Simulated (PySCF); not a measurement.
NMR data simulated for an unnamed compound:

¹H NMR (400 MHz, computed): δ 8.05 (s, 1H), 5.96 (m, 1H), 5.88 (m, 1H), 5.69 (m, 1H), 4.70 (m, 1H), 2.60 (m, 1H), 2.43 (m, 1H), 1.06 (m, 1H), 0.99 (m, 1H).

¹³C{¹H} NMR (computed): δ 168.5 (CH), 138.9 (CH), 133.2 (CH), 70.8 (CH), 30.1 (CH2), 20.9 (CH2).

[PySCF 2.14: NMR shieldings at PBE0/pcSseg-1/GIAO; GFN2-xTB geometry; no solvent model; single conformer; no relativistic terms]

δ = σ(ref) − σ, references computed at the same level: ¹H (σ = 31.72 ppm) and ¹³C (σ = 186.93 ppm) vs TMS.

Problem. Which of these does the molecule contain: a CH3CH2 unit, an amide, a Si–H bond, an aldehyde, an ester, a non-aromatic C=C double bond?

Solution. 
- A CH3CH2 unit: no.
- An amide: no.
- A Si–H bond: yes (δH 5.69 (m)).
- An aldehyde: no.
- An ester: yes (δC 168.5; δH 8.05 (s)).
- A non-aromatic C=C double bond: yes.

The data belong to SMILES O=CO[C@@H]1C=CCC[Si@H]1Cl, C$_{6}$H$_{9}$ClO$_{2}$Si; they needn't prove each group on their own.

Carbon signals by region: 1 in the far downfield region (above 160 ppm), 2 in the sp2 and nitrile region (100–160 ppm), 1 at 50–100 ppm, 2 below 50 ppm. Above 160 ppm: 168.5, ester carbonyl carbon.

Shifts are as computed. Against solution values, carbons near 30 ppm lie about +3 ppm off and those near 130 ppm about +5 ppm. Of 1211 compounds with measured shifts, 218 miss one by over three times the rms of a fit or turn the order of signals round; such compounds aren't used in these exercises. No couplings were computed; multiplicities are counted from neighbouring protons, with m where these are inequivalent, close in shift, in a saturated or five-membered ring or joined by F or P, and br s for small geminal =CH2 splittings.
